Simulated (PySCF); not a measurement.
## Bi(SiH3)3: from a saddle point downhill

PySCF 2.14.0, RKS B3LYP, Bi def2-SVP with ECP60, Si def2-SVP, H def2-SVP; non-relativistic Hamiltonian with scalar-relativistic core potentials where named; density fitting; no spin-orbit coupling. Relaxed within the symmetry of its start, the geometry (Cs) is

```xyz
13

Bi    0.0125    0.0000    0.0075
Si   -1.3748    0.0000    2.2130
H    -1.0956    1.2115    3.0365
H    -2.7929    0.0000    1.7565
H    -1.0956   -1.2115    3.0365
Si   -1.3207    0.0000   -2.2303
H    -1.0252   -1.2116   -3.0476
H    -2.7470    0.0000   -1.8013
H    -1.0252    1.2116   -3.0476
Si    2.6184    0.0000   -0.0292
H     3.1776   -1.2111    0.6371
H     2.9736    0.0000   -1.4765
H     3.1776    1.2111    0.6371
```

and its lowest harmonic modes are -236, 52, 63, 66, 72, 85 cm⁻¹ (negative: unstable). It was moved along the lowest mode and relaxed again.

Where does it end, and how much lower?

In C1, 1.581 eV lower, after 30 steps:
```xyz
13

Bi   -0.1258   -1.5434   -0.0819
Si   -1.1479   -0.0474    1.9229
H    -0.9166    1.4147    1.7315
H    -2.6183   -0.2937    2.0067
H    -0.5240   -0.4686    3.2125
Si   -1.1710    0.1194   -1.9379
H    -0.6406   -0.2599   -3.2820
H    -2.6560   -0.0395   -1.9559
H    -0.8444    1.5520   -1.6764
Si    2.1918   -0.1543   -0.0616
H     3.0012   -0.5637    1.1245
H     2.9616   -0.4856   -1.2980
H     1.9729    1.3215   -0.0126
```

How do the contacts change?


```tsv
contact	saddle (Å)	end (Å)
Bi1–Si2 (SiH3)	2.605	2.702
Bi1–Si6 (SiH3)	2.605	2.702
Bi1–Si10 (SiH3)	2.606	2.702
```


No frequency check is given for the end.

State: singlet.
